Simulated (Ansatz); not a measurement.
Isolated molecules relaxed with PBE0-D4/def2-TZVP in Ansatz; ΔE leaves out vibrations. CBS: MP2 limit from def2 TZ/QZ plus the TZ coupled-cluster correction, frozen cores. This one scheme is used for every species. Functionals use def2-TZVPP. One conformer a species, not always the lowest.

Reaction (substitution at a C–Si bond): `C[SiH2]N[SiH3]` + HCl → `CCl` + `[SiH3]N[SiH3]`

```json
{"species": "`C[SiH2]N[SiH3]`", "BLYP energy (Eh)": "-677.30427"}
{"species": "HCl", "BLYP energy (Eh)": "-460.81404"}
{"species": "`CCl`", "BLYP energy (Eh)": "-500.11056"}
{"species": "`[SiH3]N[SiH3]`", "BLYP energy (Eh)": "-637.98442"}
```

(1) Work out ΔE.

Largest T1 diagnostic among the species: 0.010.

## Answers

(1) ΔE = (-500.11056) + (-637.98442) − (-677.30427) − (-460.81404) = 0.02333 Eh = +14.6 kcal/mol. CCSD(T)/CBS gives +17.5 kcal/mol.

Leaving LDA and LC-ωPBE aside and taking each functional with its dispersion term where it has one, the values, not all of them listed here, spread over 2.2 kcal/mol, from BLYP-D4 to B97M-V. LDA lies +2.1 kcal/mol from PBE without D4. From BLYP to BHLYP (50 % exact exchange), in def2-TZVPP and without D4, ΔE moves by +1.1 kcal/mol.
